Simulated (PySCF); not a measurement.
One molecule, one basis, several functionals.

Sodium potassium, KNa.
SMILES: `[Na][K]`

PySCF, def2-SVPD basis, density fitting, gas phase, PBE0-D3(BJ)/def2-SVP geometry; triplets by Tamm–Dancoff TDDFT and ionisation energies by ΔSCF, from the lowest of the holes tried. One functional is left out:

```csv
functional,exact exchange (%),HOMO energy (eV),LUMO energy (eV),lowest triplet excitation (eV),dipole moment (D),mean polarisability (au),vertical ionisation energy (eV)
LDA,0,-2.90,-1.83,0.80,2.149,333.5,4.72
PBE,0,-2.79,-1.72,0.77,2.421,348.4,4.60
B3LYP,20,-3.16,-1.48,0.80,2.488,335.6,4.64
BHandHLYP,50,-3.54,-0.92,0.79,2.864,342.4,4.43
```

Problem. Predict the row of PBE0 (25 % exact exchange) by straight lines through the other rows, and check it.

Solution. 
| property | line | computed | computed − line | B3LYP (20 %), for comparison |
| --- | --- | --- | --- | --- |
| HOMO energy (eV) | -3.20 | -3.20 | 0.00 | -3.16 |
| LUMO energy (eV) | -1.36 | -1.29 | +0.07 | -1.48 |
| lowest triplet excitation (eV) | 0.79 | 0.74 | -0.05 | 0.80 |
| dipole moment (D) | 2.567 | 2.829 | +0.262 | 2.488 |
| mean polarisability (au) | 340.1 | 357.7 | +17.6 | 335.6 |
| vertical ionisation energy (eV) | 4.56 | 4.48 | -0.08 | 4.64 |

Problem. Which of these properties follows the share of exact exchange most closely, and which least?

Solution. Most closely the LUMO energy, least the mean polarisability; the correlations over the tabulated rows are LUMO energy 0.992, HOMO energy -0.989, dipole moment 0.925, vertical ionisation energy -0.868, lowest triplet excitation 0.200, mean polarisability 0.070. The LUMO energy moves by +0.170 eV for every 10 %. Functionals with the same share still differ in their other parts: at 0 % LDA and PBE differ by 0.11 eV in it.
